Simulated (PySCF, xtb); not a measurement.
C2H4O3, SMILES C(OC)(O)=O.

GFN2-xTB run with xtb 6.7.1 at its own geometry gives an orbital gap of 6.29 eV and a dipole moment of 0.60 D.

Coordinates come from a B3LYP-D3(BJ)/def2-SVP optimisation. The values are those of a single conformer.

### Question
What does PySCF with PBE/def2-TZVP give? (Estimate from the structure and the level; the computed values follow.)

### Answer
gap 6.64 eV (levels -6.78 and -0.14 eV), dipole 0.59 D.
